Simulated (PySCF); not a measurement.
Molecule: `CCC[SiH]([SiH3])[SiH3]`, C$_{3}$H$_{14}$Si$_{3}$.

Geometry:
| atom | x (Å) | y (Å) | z (Å) |
| --- | --- | --- | --- |
| C1 | -1.803 | 0.165 | 0.905 |
| C2 | -1.757 | -0.634 | -0.387 |
| C3 | -0.918 | 0.009 | -1.491 |
| Si4 | 0.916 | 0.310 | -1.081 |
| Si5 | 1.280 | 2.163 | 0.322 |
| Si6 | 1.869 | -1.572 | -0.053 |
| H7 | -2.475 | -0.299 | 1.642 |
| H8 | -2.159 | 1.193 | 0.729 |
| H9 | -0.809 | 0.236 | 1.377 |
| H10 | -2.785 | -0.784 | -0.761 |
| H11 | -1.370 | -1.648 | -0.176 |
| H12 | -1.355 | 0.977 | -1.794 |
| H13 | -0.929 | -0.626 | -2.394 |
| H14 | 1.654 | 0.575 | -2.359 |
| H15 | 1.211 | 1.769 | 1.764 |
| H16 | 2.633 | 2.751 | 0.067 |
| H17 | 0.249 | 3.223 | 0.079 |
| H18 | 1.629 | -2.816 | -0.851 |
| H19 | 3.344 | -1.383 | 0.106 |
| H20 | 1.275 | -1.770 | 1.308 |

Geometry PBE0-D3(BJ)/def2-SVP throughout; GIAO in PySCF 2.14, gas phase, one conformer, non-relativistic; equivalent atoms averaged; functional PBE0.

Q: How do the absolute shieldings σ depend on the basis set? (a selection of nuclei; ppm; last column core-seconds on shared hosts with different chips, so compare them loosely)

A: 
```tsv
basis set	functions	C2	C1	C3	Si4	H14	H15/H16/H17/H18/H19/H20	H10/H11	H7/H8/H9	H12/H13	core-s
STO-3G	56	209.1	214.6	222.7	565.2	31.04	31.14	31.88	32.05	32.29	6.7
6-31G	94	178.1	182.5	186.5	497.7	29.17	29.35	30.89	31.39	31.50	14
pcSseg-0	94	172.7	175.2	182.7	477.0	29.29	29.55	31.53	31.93	32.15	11
6-31G*	124	173.2	177.6	182.0	471.4	27.93	28.19	30.28	30.91	30.87	19
def2-SVP	166	173.9	177.9	182.1	490.4	27.49	27.74	30.01	30.59	30.46	25
cc-pVDZ	166	173.4	179.4	182.2	486.4	27.42	27.70	29.79	30.43	30.19	26
pcSseg-1	193	162.0	166.7	171.5	430.5	27.43	27.68	29.81	30.36	30.24	29
6-311+G(2d,p)	270	164.0	169.7	172.4	421.3	27.34	27.63	29.91	30.58	30.32	55
aug-cc-pVDZ	276	172.0	178.3	180.3	480.6	27.38	27.66	29.74	30.42	30.12	53
def2-TZVP	288	163.4	169.1	172.5	411.6	27.30	27.60	29.87	30.54	30.30	63
```

Q: Which nucleus among those listed moves most, in ppm?

A: Si4 (silicon bonded to C, 2 Si, H): from 411.6 ppm with def2-TZVP to 565.2 ppm with STO-3G. The smallest spread is 1.69 ppm, at H7/H8/H9. Proton shifts span only some 12 ppm, so a few tenths of a ppm matter as much there as several ppm in carbon.

Q: Taking the largest basis, def2-TZVP (288 functions), as the yardstick, rank the others by their worst heavy-atom deviation.

A: 6-311+G(2d,p) 9.7 ppm (270 functions), pcSseg-1 18.9 ppm (193 functions), 6-31G* 59.8 ppm (124 functions), pcSseg-0 65.3 ppm (94 functions), aug-cc-pVDZ 69.0 ppm (276 functions), cc-pVDZ 74.7 ppm (166 functions), def2-SVP 78.8 ppm (166 functions), 6-31G 86.1 ppm (94 functions), STO-3G 153.6 ppm (56 functions).

A small basis that lands close on one nucleus may do so by chance; judge by the trend and by all nuclei.
